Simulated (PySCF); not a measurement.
## Identify the compound

An unknown has the formula C$_{6}$H$_{11}$NSi. Its calculated NMR data are:

$^{1}$H NMR (400 MHz, computed): δ 6.21 (m, 1H), 5.55 (m, 1H), 4.31 (m, 2H), 2.99 (d, 2H), 1.78 (m, 2H), 0.20 (t, 3H).

$^{13}$C{$^{1}$H} NMR (computed): δ 140.2, 123.4, 122.8, 18.6, 16.1, -5.7.

Level of theory: σ from GIAO-PBE0/pcSseg-1, GFN2-xTB structure, in PySCF 2.14.0 with density-fitted response routines (no solvent, single conformer, non-relativistic Hamiltonian, equivalent nuclei averaged).

References, each an isolated molecule treated in the same way: TMS for $^{1}$H, $^{13}$C.

Which candidate is it?
A. CN(C)C1=C[SiH2]C=C1
B. C[SiH2]C/C=C\CC#N
C. CC[Si@H]1C[C@H](C#N)C1
D. C=C([SiH3])/C=N/C1CC1

## Answers

B. 

1. Rings plus π bonds: 3 (no ring in the answer).
2. 6 carbon signals for 6 carbons: no two carbons are equivalent.
3. Carbon types of the structure: 1 × C, 2 × CH, 2 × CH2, 1 × CH3, leaving 2 H on heteroatoms.
4. δC 140.2, 123.4: alkene CH; the olefinic region.
5. δC 122.8: nitrile carbon; C≡N carbons fall here, among the sp2 signals but without a proton.
6. δH 6.21, 5.55: hydrogen on an alkene CH; a vinylic proton, deshielded by the sp2 carbon and the C=C anisotropy.
7. δH 2.99: hydrogen on an allylic sp3 CH2; allylic position.
8. δH 1.78: hydrogen on an allylic sp3 CH2 bonded to Si; allylic position.

The others: C=C([SiH3])/C=N/C1CC1 would give 5 carbon signals, not 6; CC[Si@H]1C[C@H](C#N)C1 would give 5 carbon signals, not 6; CN(C)C1=C[SiH2]C=C1 would give 5 carbon signals, not 6.

Shifts are as computed. Against solution values, carbons near 30 ppm lie about +3 ppm off and those near 130 ppm about +5 ppm. Of 1211 compounds with measured shifts, 218 miss one by over three times the rms of a fit or turn the order of signals round; such compounds aren't used in these exercises. No couplings were computed; multiplicities are counted from neighbouring protons, with m where these are inequivalent, close in shift, in a saturated or five-membered ring or joined by F or P, and br s for small geminal =CH2 splittings.
